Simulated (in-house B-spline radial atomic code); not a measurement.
## Ionising Al5+ with different functionals

Computed with a B-spline radial code for spherical atoms: four-component Dirac-Coulomb Hamiltonian, Fermi nucleus of rms radius 3.061 fm, spin-restricted, spherical fractional occupations for the functionals, and exact exchange of hybrids averaged over the configuration. The ionisation energy is the difference of two self-consistent energies, [He] 2s2 2p4 → [He] 2s2 2p3, without Breit or QED terms; ε is the level of the shell that loses the electron (mean over j). The electron is taken from both j subshells in proportion to 2j + 1, so the result is a j average, not the step between ground levels.

```json
{"method": "BHandHLYP", "rung": "global hybrid", "ΔSCF (eV)": "?", "-ε(2p) (eV)": "?"}
{"method": "HSE06", "rung": "range-separated hybrid", "ΔSCF (eV)": "?", "-ε(2p) (eV)": "?"}
{"method": "CAM-B3LYP", "rung": "range-separated hybrid", "ΔSCF (eV)": "196.25", "-ε(2p) (eV)": "182.74"}
{"method": "LC-wPBE", "rung": "range-separated hybrid", "ΔSCF (eV)": "196.28", "-ε(2p) (eV)": "182.22"}
```

Task: What does HSE06 give?

Result: ΔSCF 196.01 eV, and -ε(2p) = 181.13 eV.

Task: What does BHandHLYP give?

Result: ΔSCF 195.91 eV, and -ε(2p) = 186.97 eV.

Task: Among the functionals, which spreads more, the ΔSCF values or the orbital energies?

Result: The orbital energies: ΔSCF values span about 0.36 eV and the orbital energies 5.84 eV; here energy differences depend much less on the functional than eigenvalues do.

Task: How do they compare with the NIST value?

Result: NIST lists 190.49 eV ± 0.05 (semi-empirical, ground level to ground level). Errors run from +5.42 to +5.79 eV. The correlated functionals all miss on the same side by more than they spread, so the cause is common to them (Breit-QED terms, spin polarisation, the choice among j levels, multiplet and fine-structure energies, or a listed next ion that isn't the cheapest removal here) and closeness doesn't rank the functionals.
